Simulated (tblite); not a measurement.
Species: C3H7ClOSi2.
InChI=1S/C3H7ClOSi2/c1-3-6-5-7(3,2)4/h1,6H2,2H3/t7-/m1/s1

Level: GFN2-xTB in tblite, geometry and Hessian alike; calculated harmonic values, unscaled, isolated species. Errors from tens to a few hundred cm⁻¹ against measured bands are possible. Modes of hydrogen on silicon can be 10 to 20 % off.

Harmonic wavenumbers (cm⁻¹): 68.8, 82.0, 84.9, 143.3, 158.6, 194.5, 276.0, 294.1, 363.8, 468.7, 502.6, 557.2, 570.6, 625.5, 649.4, 690.8, 740.6, 762.6, 775.0, 816.3, 828.5, 856.5, 926.7, 1080.2, 1368.7, 1419.2, 1470.3, 1471.6, 1701.1, 2324.0, 2336.8, 3040.3, 3051.2, 3054.3, 3060.7, 3064.7.

A = 1983, B = 1130, C = 1086 MHz; mass 149.972 u (most abundant isotopes); point group C1, symmetry number 1.

Question: Zero-point energy?

Answer: ½Σν̃ = 19940 cm⁻¹ = 238.54 kJ/mol.

Question: What is S at 200 K and 1 bar for an ideal gas of classical rigid rotors and harmonic oscillators?

Answer: Translation 163.04, rotation 117.48, vibration 77.91: S = 358.4 J/(mol K).

Question: And Cp and H(200 K) − H(0)?

Answer: Cp = 119.20 J/(mol K), of which vibrations give 85.95 (their classical limit is 36 R = 299.3); H(200 K) − H(0) = 15.35 kJ/mol without the zero-point energy, 8.70 from vibrations.

Question: How do the functions run with temperature in this model?

Answer: 
```csv
T (K),S (J/(mol K)),Cp (J/(mol K)),H − H(0) (kJ/mol),G − H(0) (kJ/mol),ln q(vib)
150,327.2,99.0,9.89,-39.18,2.83
250,387.1,138.5,21.80,-74.99,5.44
298.15,413.0,155.3,28.88,-94.26,6.69
400,462.9,184.3,46.25,-138.92,9.26
600,545.6,223.1,87.30,-240.06,13.99
900,643.4,258.6,160.01,-419.04,20.24
```

q(vib) and H(0) count from the zero-point level.

Question: Which modes carry the vibrational entropy at 200 K?

Answer: 68.8 cm⁻¹: 14.25; 82.0 cm⁻¹: 12.82; 84.9 cm⁻¹: 12.54; 143.3 cm⁻¹: 8.42; 158.6 cm⁻¹: 7.65; 194.5 cm⁻¹: 6.17 J/(mol K); the other 30 give 16.06 together.

Question: Blend soft modes into free rotors: weight 1/[1 + (100 cm⁻¹/ν̃)⁴] for the oscillator and the rest for a rotor with moment μB/(μ + B), μ = h/(8π²ν), B = 10⁻⁴⁴ kg m². What vibrational entropy results?

Answer: 74.09 J/(mol K) in place of 77.91, which changes −T·S at 200 K by +0.77 kJ/mol.

Question: What must be added to the electronic energy to get the Gibbs energy at 200 K and 1 bar?

Answer: ZPE + [H(200 K) − H(0)] − T·S = 238.54 + 15.35 − 71.69 = 182.20 kJ/mol.

Hindered rotation and anharmonicity are outside this model. The structure is chiral; the term R ln 2 for an equal mix with its mirror image is left out.
